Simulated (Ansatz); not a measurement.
HfZrO4. Charge 0, multiplicity 1. Geometry PBE0-D4/def2-SVP; atoms count from 1.

```xyz
6

Hf    1.405   -0.635   -0.395
Zr   -1.272    0.684   -0.596
O    -0.480   -1.133   -0.721
O    -2.150    0.938    0.897
O     0.644    1.189   -0.454
O     1.852   -1.043    1.270
```

In the def2 sets Hf, Zr take a core potential; there is no spin–orbit coupling. The structure comes from a short search, and lower isomers may exist.

Estimate the Mulliken populations from the PBE0/def2-TZVP orbitals of Ansatz.


| atom | charge (e) | d electrons |
| --- | --- | --- |
| Hf1 | 1.23 | 2.07 |
| Zr2 | 1.45 | 2.15 |
| O3 | -0.74 | – |
| O4 | -0.61 | – |
| O5 | -0.74 | – |
| O6 | -0.59 | – |
Mulliken values depend strongly on the basis.

And the Mayer bond orders between heavy atoms (over 0.3)?

Hf1–O3 1.04 (1.98 Å); Hf1–O5 1.04 (1.98 Å); Hf1–O6 2.12 (1.77 Å); Zr2–O3 0.88 (1.99 Å); Zr2–O4 2.05 (1.75 Å); Zr2–O5 0.88 (1.99 Å).
